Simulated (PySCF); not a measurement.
**Computed properties of Si(Cl)(Br)2(OH) (Br₂ClHOSi), SMILES O[Si](Cl)(Br)Br**

Si(Cl)(Br)2(OH) (Br₂ClHOSi), SMILES Cl[Si](O)(Br)Br. The structure is a stationary point at PBE0-D3(BJ)/def2-SVP. The structure was generated by enumeration, and PubChem lists no compound with its InChIKey, so it may never have been made. One conformer was computed; it need not be the lowest. All values are computed for the isolated molecule unless a solvent is named; none is compared with measurement here.

**Structure.** All 12 harmonic modes at PBE0-D3(BJ)/def2-SVP (PySCF) are real, so it is a minimum. With heavy atoms numbered as in [OH:1][Si:2]([Cl:3])([Br:4])[Br:5], the shortest bond between them is O1–Si2 at 1.638 Å and the longest Si2–Br5 at 2.207 Å.

**Vibrations.** The strongest infrared lines (harmonic, unscaled, degenerate partners summed) lie at 798 cm⁻¹ (270 km/mol, H 71 %, O 21 %), 596 cm⁻¹ (198 km/mol, Si 65 %, Cl 30 %), 516 cm⁻¹ (192 km/mol, Si 79 %, Br 15 %). The softest mode is at 98 cm⁻¹ and the zero-point energy is 11.7 kcal/mol.

**Electronic structure.** B3LYP/def2-TZVP (PySCF) places the frontier levels at -8.40 and -1.08 eV, a gap of 7.32 eV, and gives a dipole moment of 1.47 D and a mean polarisability of 75.6 bohr³. PBE/def2-TZVP (PySCF) at the same geometry gives -7.38 and -1.75 eV, so its gap is 1.69 eV narrower. An orbital gap is neither the optical nor the fundamental gap.

**Excitations.** TDDFT-CAM-B3LYP/def2-SVPD (PySCF) has S1 at 6.50 eV (191 nm, f = 0.014, weak); the most intense of the 10 singlets computed lies at 7.97 eV (f = 0.05). T1 (TDA) is at 6.03 eV. TDDFT-PBE/def2-SVPD (PySCF) puts S1 at 5.62 eV. No vertical singlet excitation falls in the visible range (under 3.1 eV).

**NMR.** GIAO shifts at B3LYP/pcSseg-1 (PySCF) (non-relativistic, atoms alike by connectivity averaged): ¹H at 3.2 ppm against TMS; ²⁹Si at 17.5 ppm against TMS. Without spin–orbit terms, shifts of atoms bonded to Cl or Br come out too high.

**Solvation.** SMD-PBE0/6-31G* (PySCF) gives -6.2 kcal/mol in water, -7.6 kcal/mol in N,N-dimethylformamide, -7.3 kcal/mol in tetrahydrofuran (1 M in both phases, gas-phase geometry).
